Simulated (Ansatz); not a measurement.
Ligand exchange: C2ClF5 + C2H4Si → C2HClF4 + C2H3FSi

Species: C2ClF5 (chloropentafluoroethane) `FC(F)(F)C(F)(F)Cl`, singlet; C2H4Si (ethynylsilane) `C#C[SiH3]`, singlet; C2HClF4 `FC(Cl)C(F)(F)F`, singlet; C2H3FSi `C#C[SiH2]F`, singlet. The partners trade F for H: C–F and Si–H bonds give way to C–H and Si–F.

Shapes, held fixed at every level: PBE0-D4/def2-TZVP. Programs: Ansatz 0.2.0. The zero-point and thermal change to 298 K, harmonic and unscaled (PBE0-D4/def2-TZVP), is +10.1 kJ/mol.

**Question.** Estimate ΔH(298 K) of this reaction.

**Answer.** MP2/def2-TZVPP gives ΔH(298 K) = -191.0 kJ/mol; the levels span -191.0 to -164.2. The median of the levels is -178.3. No measured value is set beside it here. MP2/def2-TZVPP lies outside the range of all other levels here, so it shouldn't be taken on trust. Times are processor times on shared x86 and Arm servers, and rough.

```tsv
level	kind	ΔH(298 K) (kJ/mol)	CPU time (sum over the molecules)
PBE-D4/def2-TZVPP	GGA	-164.2	29 s
r2SCAN-D4/def2-TZVPP	meta-GGA	-171.4	55 s
B3LYP-D4/def2-TZVPP	global hybrid	-180.1	58 s
BHLYP-D4/def2-TZVPP	global hybrid	-187.1	39 s
r2SCAN0-D4/def2-TZVPP	global hybrid	-176.4	54 s
wB97X-V/def2-TZVPP	range-separated hybrid	-173.3	78 s
B2PLYP/def2-TZVPP	double hybrid	-185.9	65 s
MP2/def2-TZVPP	perturbation theory	-191.0	–
```
